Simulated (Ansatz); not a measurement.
CH7AlOSSi (`[AlH2][CH](S)O[SiH3]`), relaxed with RKS PBE0-D4/def2-TZVP in the Gaussian-basis code of Ansatz from a PBE-D4/def2-SVP geometry. The force threshold is 0.005 eV/Å; the program also tests the step.

The species carries charge 0 and has multiplicity 1.

Start:

```xyz
12

Al   -2.363   -0.347    0.223
C    -0.509    0.355    0.320
S    -0.827    0.321   -1.660
O     0.598   -0.364    0.707
Si    2.202    0.111    0.368
H    -2.538   -1.931    0.103
H    -3.545    0.715    0.396
H    -0.393    1.458    0.456
H    -0.579   -1.019   -1.767
H     3.054   -0.638    1.346
H     2.572   -0.263   -1.042
H     2.328    1.602    0.550
```

Q: By how much does the energy fall, and how many steps does the optimiser take? (Best estimate.)

A: Computed: 0.08 eV, in 9 steps.

Q: Which bonds change most? (Best estimate.)

A: Ansatz gave: C2–S3 from 2.006 to 1.914 Å; O4–Si5 from 1.707 to 1.660 Å; S3–H9 from 1.367 to 1.347 Å; Al1–S3 from 2.521 to 2.501 Å.

Q: Give the relaxed structure. (An estimate is asked.)

A: Computed: 
```xyz
12

Al   -2.342   -0.336    0.220
C    -0.489    0.324    0.270
S    -0.774    0.295   -1.623
O     0.627   -0.375    0.676
Si    2.182    0.120    0.372
H    -2.560   -1.899    0.076
H    -3.487    0.737    0.426
H    -0.395    1.406    0.435
H    -0.661   -1.042   -1.740
H     3.035   -0.606    1.340
H     2.587   -0.215   -1.018
H     2.276    1.592    0.566
```
